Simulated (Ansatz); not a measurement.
Basis sets compared for the cluster Cs₂H₂. Total charge 0; singlet. Geometry PBE0-D4/def2-TZVP. Ansatz on 4 threads of Arm Neoverse V2 on a shared host; times are rough, and most runs start from earlier orbitals.

```xyz
4

Cs   -0.5179   -1.2170    1.6579
Cs    0.5182    1.2177   -1.6572
H     1.1573   -1.1676   -0.4960
H    -1.1576    1.1669    0.4953
```

In the def2 sets Cs takes a core potential; there is no spin–orbit coupling. The structure comes from a short search, and lower isomers may exist.

Binding counts from free atoms (Cs doublet, H doublet) in the same basis, without a counterpoise term.

```json
{"level": "PBE-D4/def2-SVP", "functions": "58", "energy (Eh)": "-41.4666", "HOMO (eV)": "-3.03", "LUMO (eV)": "-0.92", "binding per atom (eV)": "1.19", "wall time": "0.5 s"}
{"level": "PBE-D4/def2-TZVP", "functions": "70", "energy (Eh)": "-41.4771", "HOMO (eV)": "-3.16", "LUMO (eV)": "-0.87", "binding per atom (eV)": "1.25", "wall time": "0.6 s"}
{"level": "r2SCAN-D4/def2-TZVP (with forces)", "functions": "70", "energy (Eh)": "-41.4832", "HOMO (eV)": "-3.21", "LUMO (eV)": "-0.28", "binding per atom (eV)": "1.27", "wall time": "1.3 s"}
{"level": "PBE0-D4/def2-SVP", "functions": "58", "energy (Eh)": "-41.4537", "HOMO (eV)": "-3.94", "LUMO (eV)": "-0.46", "binding per atom (eV)": "1.18", "wall time": "0.5 s"}
{"level": "PBE0-D4/def2-TZVP", "functions": "70", "energy (Eh)": "-41.4635", "HOMO (eV)": "-4.08", "LUMO (eV)": "-0.43", "binding per atom (eV)": "1.24", "wall time": "0.75 s"}
```

Question: Estimate the rows for PBE-D4/def2-TZVPD, r2SCAN-D4/def2-TZVPD, PBE0-D4/def2-TZVPD.

Answer: 
```tsv
level	functions	energy (Eh)	HOMO (eV)	LUMO (eV)	binding per atom (eV)	wall time
PBE-D4/def2-TZVPD	82	-41.4783	-3.14	-0.87	1.26	0.65 s
r2SCAN-D4/def2-TZVPD	82	-41.4846	-3.20	-0.25	1.28	1.4 s
PBE0-D4/def2-TZVPD	82	-41.4651	-4.07	-0.42	1.25	0.6 s
```
